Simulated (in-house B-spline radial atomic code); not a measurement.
Results of a calculation; reference values are marked as such.
# Building a PAW p channel for Cl, r_c = 1.58 bohr

Cl, [Ne] 3s2 3p5, non-relativistic PBE, spherical and spin-unpolarised, from an all-electron radial atomic-structure program (B-spline basis) (atomic units; all potentials screened as in the neutral atom).

Two all-electron partial waves φ1, φ2 are integrated outwards at E1 = ε(3p) = -0.316394 and E2 = E1 + 1 hartree; φ1 is the bound orbital and φ2 has unit norm inside r_c = 1.5844 bohr. Smooth partners are polynomials, r^2(a0 + a1 r² + a2 r⁴ + a3 r⁶), matched to φ and three derivatives at r_c, with no condition on the norm. The local potential is -7.58688 + (6.5169) r² + (-2.4645) r⁴ + (0.354964) r⁶ inside 1.2972 bohr and the all-electron one outside.

| wave | φ(r_c) | φ'(r_c) | a0 | a1 | a2 | a3 |
| --- | --- | --- | --- | --- | --- | --- |
| 1 | 0.764849 | -0.1432404 | 1.076579 | -0.53724 | 0.1160769 | -0.009781282 |
| 2 | 0.6681164 | -1.804565 | 2.270456 | -1.439123 | 0.3250081 | -0.02779692 |

Inside r_c the overlaps are <φi φj> = [[0.43157, 0.64226], [0.64226, 1.00000]] and, for the smooth waves, [[0.43924, 0.65572], [0.65572, 1.02353]]. With χj = (Ej − T − V_local) applied to smooth wave j, the program's quadrature gives the matrix B_ij = <smooth i, χj> as [[0.25614, 0.49159], [0.47812, 0.93341]].

(1) Check the match of the first wave, and find the augmentation charges q_ij.

(2) B isn't symmetric. Show that D_ij = B_ij + Ej q_ij is.

Solving (T + V_local + Σ p D p) ψ = E (1 + Σ p q p) ψ in a sphere of 9 bohr gives these levels:

| all-electron | one projector | two projectors |
| --- | --- | --- |
| -0.316384 | -0.316384 | -0.316384 |
| 0.084021 | 0.083913 | 0.084020 |
| 0.374051 | 0.373398 | 0.374050 |
| 0.816292 | 0.813674 | 0.816291 |
| 1.400570 | 1.392640 | 1.400530 |

(3) What does the second projector gain?

Results:

(1) At r_c the four terms are 2.70256, -3.38554, 1.83626, -0.38843, which sum to 0.7649, φ1(r_c) to rounding. q_ij is the all-electron overlap less the smooth one: [[-0.00767, -0.01346], [-0.01346, -0.02353]]. The smooth first wave has a norm of 0.4392 inside r_c against 0.4316, so q11 is negative and must stay small enough for the overlap operator to be positive.

(2) Integrating by parts gives B12 − B21 = (E1 − E2) q12: 0.49159 − (0.47812) = 0.01346, and −1 × (-0.01346) = 0.01346. So D12 = 0.49159 + (0.683606)(-0.01346) = 0.48238 and D21 = 0.47812 + (-0.316394)(-0.01346) = 0.48238; D11 = 0.25857, D22 = 0.91732. The projectors, p = (B⁻¹)ᵀ χ, are dual to the smooth waves; det B = 0.004, small beside B11 B22, as the two smooth waves look alike inside r_c.

(3) With one projector the errors are 0.00, -0.11, -0.65, -2.62, -7.93 millihartree. With two the errors are 0.00, 0.00, 0.00, 0.00, -0.04 millihartree. The scattering is exact at E1 and at E2 = 0.684, and over all levels compared the largest error is 0.04 millihartree. The lowest eigenvalue of the overlap operator is 0.9458 with one and 0.9712 with two projectors. The smooth orbital alone needs a cutoff of 7.68 hartree for 1 millihartree of kinetic energy, against 12.1 for a norm-conserving Troullier-Martins orbital of the same radius; part of the gain comes from giving up the norm, part from the simpler form.
